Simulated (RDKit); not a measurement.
A run for RDKit: UFF on C4H8O (SMILES CCCC=O).

```python
from rdkit import Chem
from rdkit.Chem import AllChem, rdDetermineBonds

blocks = [
'''13

C    -1.76177567   -0.15515156   -0.36044251
C    -0.37678046   -0.56607847    0.12989193
C     0.65560491    0.53734319   -0.05200155
C     2.04377628    0.19343808    0.41281865
O     2.36959633   -0.85894112    0.89798879
H    -2.48419067   -0.96055871   -0.21968612
H    -1.74784349    0.09611149   -1.42390670
H    -2.13072460    0.71990212    0.18034092
H    -0.03923600   -1.45969871   -0.39951330
H    -0.41771531   -0.84433028    1.18520341
H     0.73711286    0.84002954   -1.10472105
H     0.35965456    1.45385827    0.47606641
H     2.79252125    1.00407619    0.27796114
''',
]
mol = None
for b in blocks:
    f = Chem.MolFromXYZBlock(b)
    rdDetermineBonds.DetermineBonds(f, charge=0)
    mol = f if mol is None else Chem.CombineMols(mol, f)
Chem.SanitizeMol(mol)
print(Chem.MolToSmiles(Chem.RemoveHs(mol)))
ff = AllChem.UFFGetMoleculeForceField(mol, vdwThresh=100.0, ignoreInterfragInteractions=False)
e = ff.CalcEnergy()
print(f'UFF energy {e:.6f} kcal/mol')
```

It printed:

```
CCCC=O
UFF energy 7.522428 kcal/mol
```

The run finished.

Cost: very roughly 0.04 core-seconds.
